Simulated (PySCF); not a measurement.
Si(F)(Me)3 (C3H9FSi), SMILES F[Si](C)(C)C.

The structure is a stationary point at B3LYP-D3(BJ)/def2-SVP.

These are M06-2X/def2-TZVP in PySCF values and carry that method's errors.

The molecule is in vacuum.

Computed frontier levels, gap, dipole moment and polarisability:
highest occupied level: -9.85 eV
lowest empty level: 1.43 eV
orbital gap: 11.28 eV
dipole moment: 1.97 D
quadrupole, principal values (traceless, Buckingham form, about the centre of nuclear charge): -4.12, 2.06, 2.06 D·Å
mean static polarisability: 60.2 bohr³ (8.93 Å³)
polarisability, principal values: 53.9, 63.4, 63.4 bohr³
